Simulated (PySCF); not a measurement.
H3Sb, charge +1, multiplicity 2. Atoms are numbered in the order given.

```xyz
4

Sb     0.0000     0.0000    -0.0297
H      1.3762    -0.7945     0.5047
H      0.0000     1.5891     0.5047
H     -1.3762    -0.7945     0.5047
```
Charge +1, spin multiplicity 2.

Coordinates come from a PBE0-D3(BJ)/def2-TZVPD optimisation. The def2 effective core potentials stand for the cores of Sb; spin–orbit coupling is left out.

Level of theory: ωB97X/def2-TZVPD (PySCF).

Mulliken values depend strongly on the basis, most of all with diffuse functions as here. ESP charges are fitted to the potential on shells at 1.4 to 2.0 van der Waals radii. Atomic charges (e):

```tsv
atom	Mulliken	ESP fit	Mulliken spin
Sb1	0.56	0.73	0.86
H2	0.15	0.09	0.05
H3	0.15	0.09	0.05
H4	0.15	0.09	0.05
```
